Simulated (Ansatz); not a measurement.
System: sum formula GeSiH3 (charge 0, doublet). It need not be the lowest isomer of its formula. SMILES: [SiH2]=[GeH]
Geometry from a B3LYP-D3(BJ)/def2-TZVP (Ansatz, a quantum-chemistry and plane-wave program) optimisation:
```xyz
5

Si    -1.4385    -0.2476     0.5474
Ge     0.7349     0.1145    -0.3268
H     -1.9609    -0.0362     1.9251
H     -2.5724    -0.7616    -0.2676
H      1.1542     0.6019     1.1377
```
Charge 0, spin multiplicity 2.

Task: Give the harmonic wavenumbers at B3LYP-D3(BJ)/def2-TZVP (Ansatz, finite differences of forces, unscaled).

Result: 186, 350, 368, 370, 657, 966, 1885, 2179, 2203 cm⁻¹. Zero-point energy 13.1 kcal/mol.

Task: From these and the geometry, give the ideal-gas thermochemistry at 298.15 K and 1 atm (rigid rotor, harmonic oscillator).

Result: Point group Cs, rotational symmetry number 1. Rotational constants 93.37, 3.963, 3.801 GHz. S(trans) 39.83, S(rot) 22.95, S(vib) 6.08, S(elec, spin only) 1.38, S 70.2 cal/(mol K). H(298) - H(0) 3.50 kcal/mol; G - E(el) -4.3 kcal/mol.
